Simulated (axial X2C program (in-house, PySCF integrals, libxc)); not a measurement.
Values are calculated unless marked as measured or tabulated.
## BeCl: input and output

Program: an in-house all-electron X2C program for linear molecules (integrals from PySCF).

The run was started with this input:
```json
{"zs": [17, 4], "q": 0, "bas": ["dyall-av3z", "dyall-cv3z"], "levels": ["PBE0", "HF", "TPSSh"], "cc": true, "r0": 2.01, "thr": -2.0, "nmax": 90, "npts": 10, "nst": 2, "ntry": 6}
```
```bash
python so2c.py task.json out
```

Keys: zs atomic numbers; q charge; bas basis sets; levels methods; cc coupled cluster on or off; r0 starting distance in Å; thr threshold in hartree for freezing inner shells (an s shell follows its p shell); nmax most natural virtual spinors; npts points on the curve; nst determinants followed; ntry starts of the search. HF also brings MP2.

Output of the HF step, 2c, at R = 1.805 Å for the state Ω = 1/2. It starts from PBE0 orbitals of this distance.

```
two-component X2C + atomic mean field  HF
basis functions 116  fitting functions 557  grid points 4357
iter        total energy     max residual
   1       -475.527034191     1.03e-01
   2       -475.536146375     3.43e-03
   3       -475.536493544     1.58e-03
   4       -475.536547527     7.10e-04
   5       -475.536557443     2.07e-04
   6       -475.536558577     4.19e-05
   7       -475.536558616     1.02e-05
   8       -475.536558620     3.98e-06
   9       -475.536558621     1.28e-06
converged
one-electron -696.14658597  Coulomb 231.24155271  exact exchange -30.49134457  xc functional 0.00000000  nuclear repulsion 19.93576196  atomic mean-field constant -0.07594276
correlated 9  virtual 175  natural virtual 90  E(MP2) -0.217959817  MP2 remainder -0.002959305
iter   CCSD correlation   residual
   1     -0.227600900   7.45e-02
   2     -0.232170957   2.47e-02
   3     -0.232645430   7.94e-03
   4     -0.232625513   2.92e-03
   5     -0.232640093   6.75e-04
   6     -0.232639279   1.70e-04
   7     -0.232639993   3.70e-05
   8     -0.232639982   9.01e-06
(T) -0.009997109  T1 0.0133  D1 0.0210  max T2 0.036
```
Energies are in hartree; totals compare only within one Hamiltonian and basis. T1 in the output is the amplitude norm over the root of the electron number; divide by √2 for the Lee–Taylor value.
